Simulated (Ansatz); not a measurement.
The same atomization along the group O, S, Te.

Isolated molecules relaxed with PBE0-D4/def2-TZVP in Ansatz; ΔE leaves out vibrations. CBS: MP2 limit from def2 TZ/QZ plus the TZ coupled-cluster correction, frozen cores. This one scheme is used for every species, atoms too. DFT in def2-TZVPP. B3LYP here is the variant with VWN-RPA as its local correlation; programs differ in this. No spin–orbit coupling; open shells (•) take unrestricted orbitals. Spin–orbit coupling would lower the free atoms: a little for O, S; strongly for Te. def2 core potentials past Kr. For As, Te outer-core shells are correlated without core-valence functions, so the limit isn't a true one: a few kJ/mol of doubt a bond, and 10 to 20 or more in all where bonds break to atoms. Scalar relativity is left out up to krypton. One conformer a species, not always the lowest.

```csv
reaction,CCSD(T)/CBS(def2) (kJ/mol)
`N[AsH]O` → As• + 4 H• + N• + O•,?
`N[AsH]S` → As• + 4 H• + N• + S•,1973
`N[AsH][TeH]` → As• + 4 H• + N• + Te•,1852
```

Q: Fill in the missing values. (Best estimate.)

A: Ansatz gave: `N[AsH]O` → As• + 4 H• + N• + O•: +2157.2 kJ/mol.

Largest T1 diagnostic: 0.012, for `N[AsH]O`.

For atomizations the MP2-based limit and the directly extrapolated one differ by several kJ/mol either way, and by 10 to 25 for some Ge, Se and Sn compounds, so smaller differences from it don't rank the levels.
